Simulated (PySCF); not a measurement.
Start geometry of `C#[C][Al-]([C]#C)([C]#C)[C]#C` ([Al(CCH)4]-) from GFN2-xTB (Å):
```
atom  x, y, z in Å
Al1    0.0626   -0.0725    0.0025
C2    -0.0200   -0.0155    1.9788
C3    -0.0723   -0.0210    3.1698
H4     0.0800   -0.0194    4.2452
C5     1.8795   -0.0123   -0.6974
C6     3.0208    0.0207   -1.0672
H7     4.0645   -0.0014   -1.4031
C8    -0.8922    1.6523   -0.6921
C9    -1.5123    2.6438   -1.0171
H10   -2.0125    3.4897   -1.3926
C11   -0.9670   -1.6375   -0.6432
C12   -1.4976   -2.6186   -1.0369
H13   -2.1028   -3.4606   -1.4244
```

What comes out of this run: PBE0-D3(BJ)/def2-SVP geometry optimisation, gas phase in PySCF 2.14.0?

```
atom  x, y, z in Å
Al1   -0.0038   -0.0047    0.0014
C2     0.0032   -0.0126    1.9767
C3     0.0137   -0.0181    3.2010
H4     0.0216   -0.0232    4.2756
C5     1.8563   -0.0095   -0.6606
C6     3.0106   -0.0131   -1.0686
H7     4.0242   -0.0172   -1.4257
C8    -0.9272    1.6173   -0.6466
C9    -1.4955    2.6250   -1.0474
H10   -1.9943    3.5100   -1.3979
C11   -0.9411   -1.6108   -0.6650
C12   -1.5171   -2.6087   -1.0791
H13   -2.0199   -3.4865   -1.4417
```

The energy falls by 0.383 eV over 8 energy and gradient evaluations, the largest force component goes from 0.0906 to 2.0e-04 Eh/bohr, and the atoms move by 0.060 Å rms after alignment. The bond that changes most is Al1–C8 (ends: aluminium bonded to 4 C; carbon bonded to Al and C), which shortens by 0.114 Å. Bonds longer at the end by more than 0.005 Å: 6 of 12; shorter: 5. Among the angles that change most is C2–C3–H4, from 169.4° to 179.9°. The orientation of the end geometry is arbitrary; only internal coordinates are fixed.

The run used 150 basis functions and 57 SCF cycles in all.

PBE0-D3(BJ)/def2-SVP frequencies: not computed here.
